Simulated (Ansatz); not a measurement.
Rb2F, relaxed as a doublet with UKS r2SCAN-D4/def2-TZVP in Ansatz, starting from the GFN2-xTB geometry. Force threshold 0.02 eV/Å.

In the def2 sets Rb takes a core potential; there is no spin–orbit coupling. The structure comes from a short search, and lower isomers may exist.

Start:

| atom | x (Å) | y (Å) | z (Å) |
| --- | --- | --- | --- |
| Rb1 | -0.364 | 1.507 | -0.851 |
| Rb2 | 1.145 | -2.003 | -0.278 |
| F3 | -0.781 | 0.496 | 1.128 |

Question: Estimate the energy that the relaxation releases and the steps that it takes.

Answer: 72.0 kJ/mol, in 7 steps; 21 s on 4 threads of Arm Neoverse V2 on a shared host. No frequencies were taken in this run, so the end may be a saddle point.

Question: Does the start keep its bonding and symmetry?

Answer: By distances, no bond broke or formed. The bond that changes most is Rb2–F3, from 3.45 to 2.49 Å (atoms count from 1). Point group Cs at the start, C2v at the end, both within 0.05 Å.

Question: Predict the relaxed structure.

Answer: 
```xyz
3

Rb   -0.568    1.946   -0.889
Rb    0.930   -2.000    0.177
F    -0.362    0.055    0.712
```
Bond lengths (bridged metal pairs left out): 2 × F–Rb 2.49 Å.
